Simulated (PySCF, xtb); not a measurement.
C₂H₇NSi₂, SMILES C1[SiH2][C@@H]([SiH3])N=1.

GFN2-xTB run with xtb 6.7.1 at its own geometry gives an orbital gap of 2.65 eV and a dipole moment of 2.57 D.

The structure is a stationary point at B3LYP-D3(BJ)/def2-SVP. The structure was generated by enumeration; whether it is a known compound was not checked.

What does PBE/def2-TZVP (PySCF) give? (The exact figures need the calculation; the answer reports its results.)

gap 3.58 eV (levels -5.71 and -2.12 eV), dipole 1.60 D.
